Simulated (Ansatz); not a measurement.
Cost and result for the atomization energy of ClH$_{5}$O$_{2}$Si$_{2}$ (`O[SiH2][SiH](O)Cl`) (10 atoms, 9 bonds).

Cartesian coordinates in Å:
```
O -1.306 0.073 1.853
Si -0.062 -0.626 1.024
Si 0.030 0.498 -1.026
O 1.193 -0.261 -1.900
Cl 0.536 2.475 -0.705
H -1.467 -0.212 2.754
H 1.236 -0.481 1.742
H -0.297 -2.084 0.810
H -1.254 0.552 -1.773
H 1.391 0.067 -2.779
```

The species carries charge 0 and has multiplicity 1. The geometry is a stationary point of PBE0-D4/def2-TZVP. It is one conformer, not always the lowest. Program: Ansatz. Hardware: A = 2 threads of an AMD EPYC 7R13 on a shared host; B = 2 threads of an AMD EPYC 7R13 on a shared host and a share of an NVIDIA H100 80 GB. Times are those of one run each, without the atoms' runs, and a repeat can differ threefold. Electronic energies, without spin–orbit coupling; frozen cores. CCSD(T)/CBS adds CCSD(T) − MP2 in def2-TZVPP to the MP2 limit, and its time is that of the two runs behind it. T1 = 0.011. B3LYP takes the VWN-RPA correlation (the form of Gaussian; ORCA's B3LYP/G).

CCSD(T)/CBS is a level of theory with its own doubt, some kJ/mol a heavy atom from the limit and from the frozen cores, so smaller differences don't rank the functionals.

```tsv
level	functions	wall time
MP2/def2-QZVPP [B]	474	3.2 s
CCSD(T)/def2-TZVPP [B]	258	3.4 s
PBE-D4/def2-TZVPP (with forces) [A]	258	3.9 s
PBE0-D4/def2-TZVPP [A]	258	5.5 s
CCSD(T)/CBS(def2)	–	6.7 s
r2SCAN-D4/def2-TZVPP (with forces) [A]	258	7.5 s
B3LYP-D4/def2-TZVPP (with forces) [A]	258	8 s
B2PLYP/def2-TZVPP [A]	258	9.5 s
ωB97X-V/def2-TZVPP [A]	258	12 s
ωB97M-V/def2-TZVPP (with forces) [A]	258	17 s
```

Q: What atomization energy does each give, and how far from CCSD(T)/CBS? (Best estimate.)

A: Computed: 
| level | atomization (kcal/mol) | difference from CCSD(T)/CBS | per bond |
| --- | --- | --- | --- |
| MP2/def2-QZVPP [B] | 836.4 | 5.8 | 0.6 |
| CCSD(T)/def2-TZVPP [B] | 802.9 | -27.7 | -3.1 |
| PBE-D4/def2-TZVPP (with forces) [A] | 828.3 | -2.3 | -0.3 |
| PBE0-D4/def2-TZVPP [A] | 814.9 | -15.7 | -1.7 |
| CCSD(T)/CBS(def2) | 830.6 | 0.0 | 0.0 |
| r2SCAN-D4/def2-TZVPP (with forces) [A] | 826.6 | -4.0 | -0.4 |
| B3LYP-D4/def2-TZVPP (with forces) [A] | 819.8 | -10.8 | -1.2 |
| B2PLYP/def2-TZVPP [A] | 812.8 | -17.8 | -2.0 |
| ωB97X-V/def2-TZVPP [A] | 830.4 | -0.2 | 0.0 |
| ωB97M-V/def2-TZVPP (with forces) [A] | 827.7 | -2.9 | -0.3 |

From PBE to PBE0 (25 % exact exchange), in def2-TZVPP and without D4, the atomization energy moves by −12.6 kcal/mol: exact exchange takes away binding that semilocal exchange gives to molecules. The D4 term adds +9.5 kcal/mol with B3LYP and +5.0 kcal/mol with PBE0; it sums over pairs of atoms, weighted by their polarisabilities, and B3LYP, whose exchange is more repulsive, gets the larger term. In def2-TZVPP, CCSD(T) changes the Hartree–Fock value by +206.0 kcal/mol (the triples alone add +11.8 kcal/mol) and MP2 by +222.9 kcal/mol; breaking electron pairs costs correlation energy, which Hartree–Fock lacks.
